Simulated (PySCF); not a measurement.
BCl$_{2}$H$_{2}$N, AlBFHO, CH$_{2}$BFSi (calculated)

Computed with PySCF 2.14.0. Calculation on a computer-drawn molecule: optimised geometry and harmonic frequencies of an isolated molecule of the commonest isotopes, restricted reference for singlets and unrestricted otherwise, frozen core in MP2.

Common to all runs: charge 0; multiplicity 1; basis cc-pV(D+d)Z.

```yaml
- entry: 1
  formula: BCl2H2N
  start_structure:
    atoms_angstrom:
      - ["N", -1.5897, 0.2414, 2.8033]
      - [B, -0.8714, -0.5734, 1.9472]
      - [Cl, -1.7164, -1.9075, 1.2515]
      - [Cl, 0.7892, -0.229, 1.5136]
      - [H, -2.4731, 0.183, 3.1365]
      - [H, -1.0599, 1.0933, 3.2647]
  given:
    method: HF
    drawn_bonds_atom: [1, 2, 2, 1, 1]
    drawn_bonds_other_atom: [2, 3, 4, 5, 6]
    drawn_bonds_order: [1, 1, 1, 1, 1]
  results:
    optimised_atom_element: ["N", B, Cl, Cl, H, H]
    "optimised_atom_x [angstrom]": [-1.534, -0.8867, -1.734, 0.8038, -2.485, -1.085]
    "optimised_atom_y [angstrom]": [0.2919, -0.5424, -1.931, -0.2399, 0.1484, 1.081]
    "optimised_atom_z [angstrom]": [2.841, 1.954, 1.245, 1.507, 3.113, 3.257]
    "modes_frequency [cm^-1]": [277.9, 344.4, 485.1, 558.8, 583.6, 605.9, 837.0, 1159, 1420, 1738, 3819, 3932]
    "modes_reduced_mass [dalton]": [17.19, 3.385, 1.504, 3.855, 10.34, 1.016, 2.408, 2.294, 3.971, 1.277, 1.05, 1.1]
    "rotational_constants [GHz]": [6.808, 3.058, 2.11]
    "total_energy [hartree]": -999.4592
    "convergence_status_largest_gradient_component [hartree/bohr]": 2.581e-05
- entry: 2
  formula: AlBFHO
  start_structure:
    atoms_angstrom:
      - [F, -0.6699, 0.8536, 0.9334]
      - [B, -0.5142, 0.1485, -0.1846]
      - [O, -1.5212, -0.6365, -0.5695]
      - [Al, -2.8588, -1.5994, -0.8958]
      - [H, 0.4666, 0.2436, -0.8364]
  given:
    method: HF
    drawn_bonds_atom: [1, 2, 3, 2]
    drawn_bonds_other_atom: [2, 3, 4, 5]
    drawn_bonds_order: [1, 1, 1, 1]
  results:
    optimised_atom_element: [F, B, O, Al, H]
    "optimised_atom_x [angstrom]": [-0.6358, -0.527, -1.528, -2.893, 0.4863]
    "optimised_atom_y [angstrom]": [0.867, 0.15, -0.6476, -1.625, 0.2656]
    "optimised_atom_z [angstrom]": [0.9327, -0.1916, -0.563, -0.9126, -0.8184]
    "modes_frequency [cm^-1]": [54.56, 121.4, 487.4, 727.7, 1010, 1158, 1251, 1480, 2759]
    "modes_reduced_mass [dalton]": [13.7, 4.101, 14.84, 8.507, 1.705, 1.895, 2.326, 7.631, 1.094]
    "rotational_constants [GHz]": [40.36, 2.762, 2.585]
    "total_energy [hartree]": -441.6591
    "convergence_status_largest_gradient_component [hartree/bohr]": 1.497e-05
- entry: 3
  formula: CH2BFSi
  start_structure:
    atoms_angstrom:
      - [B, -1.0998, 0.3849, -0.3584]
      - [C, -0.0835, 0.7125, 0.5239]
      - [Si, -0.6194, 2.0387, 1.6904]
      - [F, -2.1659, 2.2497, 1.1216]
      - [H, -2.0043, 0.1586, -1.072]
      - [H, 0.9158, 0.3041, 0.5954]
  given:
    method: MP2
    drawn_bonds_atom: [1, 2, 3, 1, 2]
    drawn_bonds_other_atom: [2, 3, 4, 5, 6]
    drawn_bonds_order: [2, 1, 1, 1, 1]
  results:
    "rotational_constants [GHz]": null
    "total_energy [hartree]": null
```

To be estimated
1. Give the missing rotational constants for CH$_{2}$BFSi (entry 3).
2. Give the missing total energy for CH$_{2}$BFSi (entry 3).

Calculated values
1. 10.86, 6.097, 3.905 GHz
2. -452.5433 hartree

Further results for CH$_{2}$BFSi (entry 3):

* convergence status largest gradient component: 1.684e-05 hartree/bohr

Optimised structure:
```xyz
6
CH2BFSi
B     -1.0936     0.3807    -0.3596
C     -0.0319     0.6589     0.4920
Si    -0.6448     2.0052     1.6412
F     -2.2081     2.2374     1.0862
H     -2.0701     0.2430    -1.0141
H      0.9914     0.3233     0.6553
```

Modes:
```csv
frequency (cm⁻¹),reduced mass (dalton)
125.5,4.3
176.3,6.412
296,4
576.6,1.252
672.2,3.706
726.8,2.383
740.4,1.234
821.9,2.128
891.8,1.615
1483,5.091
2871,1.132
3318,1.102
```
